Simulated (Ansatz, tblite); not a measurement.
Removing and adding an electron: `C#Cc1ccc(C#Cc2ccc(C#Cc3ccc(C#Cc4ccc(C#Cc5ccccc5)cc4)cc3)cc2)cc1`. Total charge 0; singlet. Geometry: r2SCAN-D4/def2-SVP. Ansatz, gas phase; energy differences of separate SCF runs; the oxidised species was run as a doublet alone; the reduced species was run as a doublet alone.

Cartesian coordinates in Å:
```
C 3.664 8.523 14.541
C 3.409 7.923 13.511
C 3.111 7.223 12.307
C 3.887 6.111 11.910
C 3.597 5.427 10.737
C 2.518 5.829 9.915
C 2.221 5.131 8.717
C 1.963 4.527 7.682
C 1.664 3.829 6.486
C 2.438 2.712 6.087
C 2.145 2.028 4.917
C 1.065 2.430 4.094
C 0.765 1.731 2.899
C 0.504 1.124 1.866
C 0.201 0.423 0.673
C -0.940 0.760 -0.094
C -1.239 0.071 -1.260
C -0.409 -0.983 -1.713
C -0.715 -1.687 -2.903
C -0.981 -2.297 -3.933
C -1.290 -3.002 -5.122
C -2.501 -2.759 -5.814
C -2.805 -3.452 -6.977
C -1.909 -4.415 -7.502
C -2.220 -5.121 -8.691
C -2.488 -5.733 -9.718
C -2.800 -6.441 -10.909
C -1.852 -7.306 -11.501
C -2.164 -7.999 -12.669
C -3.419 -7.846 -13.269
C -4.366 -6.993 -12.691
C -4.065 -6.294 -11.523
C -0.697 -4.655 -6.812
C -0.395 -3.965 -5.647
C 0.733 -1.319 -0.946
C 1.030 -0.632 0.222
C 0.292 3.547 4.492
C 0.586 4.232 5.662
C 1.742 6.943 10.314
C 2.033 7.625 11.488
H 3.889 9.051 15.448
H 4.722 5.794 12.539
H 4.202 4.568 10.437
H 3.272 2.393 6.717
H 2.747 1.167 4.618
H -1.587 1.573 0.245
H -2.123 0.338 -1.845
H -3.199 -2.018 -5.418
H -3.743 -3.259 -7.502
H -0.872 -7.423 -11.031
H -1.419 -8.664 -13.117
H -3.660 -8.392 -14.185
H -5.350 -6.870 -13.154
H -4.803 -5.627 -11.069
H 0.001 -5.395 -7.208
H 0.543 -4.159 -5.121
H 1.380 -2.131 -1.285
H 1.913 -0.901 0.808
H -0.542 3.867 3.863
H -0.016 5.094 5.961
H 0.906 7.261 9.686
H 1.428 8.484 11.789
```

The xTB rows come from tblite. Single mean-field runs in def2-SVP are fitted with def2-universal-jkfit.

**Question.** Estimate orbital energies and vertical ionisation energies and electron affinities at: GFN1-xTB; GFN2-xTB; PBE-D4/def2-SVP; PBE0-D4/def2-SVP.

**Answer.** 
```json
{"level": "GFN1-xTB", "−HOMO (eV)": "10.80", "vertical IE (eV)": "11.99", "−LUMO (eV)": "8.75", "vertical EA (eV)": "7.54", "HOMO–LUMO gap (eV)": "2.05", "IE − EA (eV)": "4.45"}
{"level": "GFN2-xTB", "−HOMO (eV)": "9.80", "vertical IE (eV)": "11.04", "−LUMO (eV)": "7.73", "vertical EA (eV)": "6.50", "HOMO–LUMO gap (eV)": "2.07", "IE − EA (eV)": "4.54"}
{"level": "PBE-D4/def2-SVP", "−HOMO (eV)": "4.99", "vertical IE (eV)": "6.21", "−LUMO (eV)": "3.04", "vertical EA (eV)": "1.92", "HOMO–LUMO gap (eV)": "1.95", "IE − EA (eV)": "4.28"}
{"level": "PBE0-D4/def2-SVP", "−HOMO (eV)": "5.77", "vertical IE (eV)": "6.64", "−LUMO (eV)": "2.47", "vertical EA (eV)": "1.70", "HOMO–LUMO gap (eV)": "3.30", "IE − EA (eV)": "4.94"}
```

   Raw xTB energy differences between charge states are shifted by several eV; the methods need an empirical correction for them. Sets without diffuse functions give affinities that are too small.
